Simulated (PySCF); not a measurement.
An equivalent PySCF input for Pb+ (lead, charge +1), [Xe] 4f14 5d10 6s2 6p1, 2P determinant, with scalar relativity by spin-free X2C-1e:

```python
from pyscf import gto, scf, dft, mp, cc
import basis_set_exchange as bse
mol = gto.M(atom="Pb 0 0 0", charge=1, spin=1, symmetry="D2h",
            basis=gto.basis.parse(bse.get_basis("x2c-TZVPPall", elements=["Pb"], fmt="nwchem")),
            nucmod="G")
mf = dft.UKS(mol, xc="WB97X_V").sfx2c1e()
mf.irrep_nelec = {'Ag': (12, 12), 'B1g': (3, 3), 'B2g': (3, 3), 'B3g': (3, 3), 'Au': (1, 1), 'B1u': (6, 6), 'B2u': (7, 6), 'B3u': (6, 6)}
mf.kernel()
```

It reaches the same state as the run whose output follows, with an energy that differs only through the grid. The run itself started from symmetry-adapted Hartree-Fock orbitals and held the occupation by maximum overlap, on a logarithmic radial grid, so the iterations belong to that start.

```
SCF conv_tol = 1e-09
number electrons alpha = 41  beta = 40
XC functionals = WB97X_V
    N. Mardirossian and M. Head-Gordon.,  Phys. Chem. Chem. Phys. 16, 9904-9924 (2014)
NLC functional = WB97X_V
cycle= 1 E= -20885.6519941663  delta_E= -0.021  |g|= 0.0744  |ddm|= 0.369
cycle= 2 E= -20885.6523710456  delta_E= -0.000377  |g|= 0.037  |ddm|= 0.106
cycle= 3 E= -20885.6525003766  delta_E= -0.000129  |g|= 0.00702  |ddm|= 0.0244
cycle= 4 E= -20885.6525096003  delta_E= -9.22e-06  |g|= 0.000846  |ddm|= 0.0115
cycle= 5 E= -20885.6525100728  delta_E= -4.72e-07  |g|= 6.93e-05  |ddm|= 0.00276
cycle= 6 E= -20885.6525100795  delta_E= -6.65e-09  |g|= 1.37e-05  |ddm|= 0.000294
cycle= 7 E= -20885.6525100797  delta_E= -2.8e-10  |g|= 1.56e-06  |ddm|= 9.66e-05
converged SCF energy = -20885.6525100797  <S^2> = 0.75202751  2S+1 = 2.0020265
```

Spin-orbit coupling, absent here, splits the open shell strongly.
